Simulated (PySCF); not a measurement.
Zn(Cl)(Et), SMILES C[CH2][Zn][Cl] (C₂H₅ClZn), PBE0/def2-SVP optimised geometry.

```
9

Zn    -0.79    -0.55     0.00
Cl    -2.91    -0.56    -0.01
C      1.15    -0.55     0.00
C      1.81     0.54     0.85
H      1.48    -0.47    -1.05
H      1.48    -1.55     0.33
H      1.54     0.46     1.91
H      1.53     1.55     0.52
H      2.91     0.48     0.80
```

Density from PBE0/def2-TZVP run with PySCF 2.14.0 at that geometry.

Minimum of the electron density along straight lines between bonded atoms, close to the bond critical point (lines longer than 1.1 times the sum of covalent radii, or with two minima, are not listed):

```json
[
 {"bond": "Zn1–Cl2", "length / Å": "2.121", "ρ at the minimum / e bohr⁻³": "[?]", "∇²ρ there / e bohr⁻⁵": "0.30", "position (fraction from the first atom)": "0.45"},
 {"bond": "Zn1–C3", "length / Å": "1.945", "ρ at the minimum / e bohr⁻³": "[?]", "∇²ρ there / e bohr⁻⁵": "0.20", "position (fraction from the first atom)": "0.49"},
 {"bond": "C3–C4", "length / Å": "1.527", "ρ at the minimum / e bohr⁻³": "0.241", "∇²ρ there / e bohr⁻⁵": "[?]", "position (fraction from the first atom)": "0.50"},
 {"bond": "C3–H5", "length / Å": "1.104", "ρ at the minimum / e bohr⁻³": "0.267", "∇²ρ there / e bohr⁻⁵": "-0.87", "position (fraction from the first atom)": "0.64"},
 {"bond": "C3–H6", "length / Å": "1.104", "ρ at the minimum / e bohr⁻³": "0.267", "∇²ρ there / e bohr⁻⁵": "-0.87", "position (fraction from the first atom)": "0.64"},
 {"bond": "C4–H7", "length / Å": "1.102", "ρ at the minimum / e bohr⁻³": "0.272", "∇²ρ there / e bohr⁻⁵": "-0.91", "position (fraction from the first atom)": "0.64"},
 {"bond": "C4–H8", "length / Å": "1.102", "ρ at the minimum / e bohr⁻³": "0.272", "∇²ρ there / e bohr⁻⁵": "-0.91", "position (fraction from the first atom)": "0.64"},
 {"bond": "C4–H9", "length / Å": "1.104", "ρ at the minimum / e bohr⁻³": "0.270", "∇²ρ there / e bohr⁻⁵": "-0.90", "position (fraction from the first atom)": "0.64"}
]
```

**Question.** Fill in the missing entries.

**Answer.** 
- Zn1–Cl2, ρ at the minimum / e bohr⁻³: 0.097
- Zn1–C3, ρ at the minimum / e bohr⁻³: 0.115
- C3–C4, ∇²ρ there / e bohr⁻⁵: -0.58
